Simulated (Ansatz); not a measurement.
Born–Oppenheimer molecular dynamics of F₂GeH₂O (6 atoms, charge 0, multiplicity 1). It goes on from the last frame of an earlier run, with new velocities.

Level of theory: RKS PBE/def2-SVP in Ansatz.

```yaml
ensemble: NVT, Nosé–Hoover chain
time_step: 1 fs
steps_asked: 100
set_temperature: 400 K
thermostat: time constant 300 fs, chain length 1
seed: 689020
```

First frame:

```xyz
6
Properties=species:S:1:pos:R:3
Ge -0.065 -0.203 -0.073
F 0.037 -0.202 1.653
O 1.530 -0.643 -0.797
H 2.316 -0.096 -0.571
F -0.453 1.420 -0.450
H -1.054 -1.268 -0.488
```

Question: How far do the bonds stretch over the last three quarters of this one trajectory? (Pairs bonded in most of those frames.)

Answer: 
```json
{"bond": "Ge1–F2", "mean (Å)": "1.755", "spread (Å)": "0.030", "shortest": "1.70", "longest": "1.79"}
{"bond": "Ge1–O3", "mean (Å)": "1.782", "spread (Å)": "0.044", "shortest": "1.70", "longest": "1.84"}
{"bond": "Ge1–F5", "mean (Å)": "1.741", "spread (Å)": "0.035", "shortest": "1.70", "longest": "1.80"}
{"bond": "Ge1–H6", "mean (Å)": "1.535", "spread (Å)": "0.021", "shortest": "1.50", "longest": "1.57"}
{"bond": "O3–H4", "mean (Å)": "0.980", "spread (Å)": "0.022", "shortest": "0.94", "longest": "1.01"}
```

Mean temperature of the second half: 296 K. The conserved energy stayed within 0.52 meV per atom of its start (net change 0.41 meV per atom), so the integration is sound. The mean temperature of the second half is 26 % below the set value. A run of 0.1 ps of so small a system gives no equilibrium averages.

Time of the run: 3.2 min on 1 thread of Arm Neoverse V1, with other jobs on the host, peak memory 0.11 GiB.
